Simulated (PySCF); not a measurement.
## BeI: energy against distance

Set-up: PySCF, scalar-relativistic core potentials, basis sets Be def2-SVP, I def2-SVP with ECP28. Energies in eV from Be + I in their ground configurations at the same level. State: ²Σ⁺ (doublet), unpaired electrons σ ↑.

```json
{"R (Å)": "1.901", "PBE": "-2.088", "r²SCAN": "-2.249", "PBE0": "-2.061"}
{"R (Å)": "1.990", "PBE": "-2.533", "r²SCAN": "-2.697", "PBE0": "-2.501"}
{"R (Å)": "2.078", "PBE": "-2.782", "r²SCAN": "-2.946", "PBE0": "-2.743"}
{"R (Å)": "2.145", "PBE": "-2.873", "r²SCAN": "-3.036", "PBE0": "-2.829"}
{"R (Å)": "2.211", "PBE": "-2.903", "r²SCAN": "-3.063", "PBE0": "-2.852"}
{"R (Å)": "2.277", "PBE": "-2.884", "r²SCAN": "-3.042", "PBE0": "-2.827"}
{"R (Å)": "2.366", "PBE": "-2.804", "r²SCAN": "-2.957", "PBE0": "-2.737"}
{"R (Å)": "2.476", "PBE": "-2.643", "r²SCAN": "-2.789", "PBE0": "-2.563"}
{"R (Å)": "2.609", "PBE": "-2.396", "r²SCAN": "-2.531", "PBE0": "-2.300"}
{"R (Å)": "2.786", "PBE": "-2.029", "r²SCAN": "-2.148", "PBE0": "-1.911"}
```

**Question.** Put a parabola through the three lowest points of the PBE curve and estimate Re, k and ωe (reduced mass 8.415 u; 1 eV/Å² = 0.16022 mdyn/Å; ωe = 1302.8·√(k/μ) cm⁻¹).

**Answer.** Through R = 2.145, 2.211, 2.277 Å the second-order coefficient is 5.62 eV/Å², so Re ≈ 2.218 Å, k ≈ 1.80 mdyn/Å and ωe ≈ 603 cm⁻¹. A polynomial fit of higher order to the unrounded PBE energies gives Re = 2.216 Å, k = 1.70 mdyn/Å, ωe = 585 cm⁻¹; anharmonicity and rounding make the difference.

The higher-order fit for each curve: PBE: Re = 2.216 Å, ωe = 585 cm⁻¹, De = 2.90 eV; r²SCAN: Re = 2.212 Å, ωe = 594 cm⁻¹, De = 3.06 eV; PBE0: Re = 2.207 Å, ωe = 599 cm⁻¹, De = 2.85 eV.

Spin–orbit coupling is left out, which matters for elements this heavy, above all for dissociation energies. The state is the lowest determinant that a PBE0 search found; another state may lie lower at other levels.
